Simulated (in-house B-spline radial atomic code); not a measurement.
A fraction x of an electron is removed from 3d in the strontium ion Sr⁴⁺, starting from [Ar] 3d10 4s2 4p4 and keeping the highest spin. Computed with an all-electron radial atomic-structure program (B-spline basis): scalar-relativistic (X2C) TPSSh, spin-polarised, spherical fractional occupations, Fermi nucleus of rms radius 4.224 fm.

Caution: exact exchange at fractional occupations of open shells leaves self-interaction of up to several eV.

```tsv
x	E(x) - E(0) (eV)	3d down level (eV)
0	0.0000	-177.898
0.06	10.7318	-179.832
0.23	41.7715	-185.350
0.33	60.4699	-188.622
0.41	75.6649	-191.254
0.5	93.0116	-194.230
0.56	104.7251	-196.223
0.63	?	?
0.83	?	?
0.91	175.4541	-207.981
1	194.3100	-211.042
```

Task: What belongs in the row x = 0.63?

Result: An energy change of 118.5423 eV; 3d down at -198.556 eV.

Task: What belongs in the row x = 0.83?

Result: An energy change of 158.9240 eV; 3d down at -205.273 eV.

Task: Check Janak's theorem between x = 0.06 and 0.23.

Result: The slope of the energy is 182.59 eV; the orbital levels give 182.59 eV (-ε of the emptying orbital, averaged over the two points).
